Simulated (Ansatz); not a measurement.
Geometry optimisation, RKS PBE-D4/def2-SVP (Ansatz 0.2.0).

The input (input.yaml):

```yaml
crystal:
  periodic: [false, false, false]
  atoms:
    - { symbol: Sn, position_ang: [-0.008711, -0.220794, 0.076413] }
    - { symbol: H, position_ang: [0.032522, -0.026705, 1.800635] }
    - { symbol: Cl, position_ang: [2.133212, -0.34911, -0.883862] }
    - { symbol: Cl, position_ang: [-1.204457, 1.572529, -0.90471] }
    - { symbol: O, position_ang: [-0.830576, -1.927205, -0.555949] }
    - { symbol: H, position_ang: [-1.779221, -1.954649, -0.309049] }
    - { symbol: "N", position_ang: [1.462255, 2.361905, 1.510704] }
    - { symbol: H, position_ang: [2.213187, 1.913131, 0.96826] }
    - { symbol: H, position_ang: [0.810899, 2.779927, 0.832067] }
    - { symbol: H, position_ang: [0.94269, 1.59607, 1.99419] }
basis:
  gaussian: { orbitals: def2-SVP }
hamiltonian:
  xc: pbe
  dispersion: d4
relax:
  f_tol: 0.03
  max_steps: 50
```

Command:

```bash
$ ansatz run input.yaml --threads 4 --pin off --max-ram 5120MiB --backend cpu --events-out ev --progress --plain --runs-dir out
```

Where does it end, and by what steps?

The forces met the threshold. The force dipped under the threshold on the way, but the program's further checks kept it going. After 19 steps the energy has fallen by 0.204 eV; H6 moved furthest, 1.02 Å.

```json
{"step": "0", "energy less start (eV)": "0.0000", "largest force component (eV/Å)": "0.691", "accepted": "yes"}
{"step": "1", "energy less start (eV)": "-0.0595", "largest force component (eV/Å)": "0.449", "accepted": "yes"}
{"step": "2", "energy less start (eV)": "-0.0806", "largest force component (eV/Å)": "0.481", "accepted": "yes"}
{"step": "3", "energy less start (eV)": "-0.0627", "largest force component (eV/Å)": "1.177", "accepted": "no"}
{"step": "4", "energy less start (eV)": "-0.1031", "largest force component (eV/Å)": "0.200", "accepted": "yes"}
{"step": "5", "energy less start (eV)": "-0.1167", "largest force component (eV/Å)": "0.183", "accepted": "yes"}
{"step": "6", "energy less start (eV)": "-0.1249", "largest force component (eV/Å)": "0.116", "accepted": "yes"}
{"step": "7", "energy less start (eV)": "-0.1475", "largest force component (eV/Å)": "0.288", "accepted": "yes"}
{"step": "8", "energy less start (eV)": "-0.0545", "largest force component (eV/Å)": "1.952", "accepted": "no"}
{"step": "9", "energy less start (eV)": "-0.1609", "largest force component (eV/Å)": "0.313", "accepted": "yes"}
{"step": "10", "energy less start (eV)": "-0.1750", "largest force component (eV/Å)": "0.170", "accepted": "yes"}
{"step": "11", "energy less start (eV)": "-0.1914", "largest force component (eV/Å)": "0.113", "accepted": "yes"}
{"step": "12", "energy less start (eV)": "-0.1929", "largest force component (eV/Å)": "0.077", "accepted": "yes"}
{"step": "13", "energy less start (eV)": "-0.0940", "largest force component (eV/Å)": "2.671", "accepted": "no"}
{"step": "14", "energy less start (eV)": "-0.1995", "largest force component (eV/Å)": "0.073", "accepted": "yes"}
{"step": "15", "energy less start (eV)": "-0.2030", "largest force component (eV/Å)": "0.025", "accepted": "yes"}
{"step": "16", "energy less start (eV)": "-0.1908", "largest force component (eV/Å)": "1.053", "accepted": "no"}
{"step": "17", "energy less start (eV)": "-0.2035", "largest force component (eV/Å)": "0.097", "accepted": "yes"}
{"step": "18", "energy less start (eV)": "-0.2033", "largest force component (eV/Å)": "0.199", "accepted": "no"}
{"step": "19", "energy less start (eV)": "-0.2039", "largest force component (eV/Å)": "0.013", "accepted": "yes"}
```

```xyz
10
Properties=species:S:1:pos:R:3
Sn -0.091 -0.210 0.342
H -0.053 -0.330 2.051
Cl 1.995 -0.375 -0.790
Cl -1.314 1.601 -0.596
O -1.104 -1.841 -0.194
H -1.225 -1.876 -1.164
N 1.510 2.389 1.267
H 2.106 1.786 0.693
H 0.662 2.654 0.759
H 1.285 1.948 2.162
```

Whether the end is a true minimum wasn't checked by a vibrational analysis.

Time of the run: 31 s on 4 threads of Arm Neoverse V2, on a shared host, peak memory 0.17 GiB.
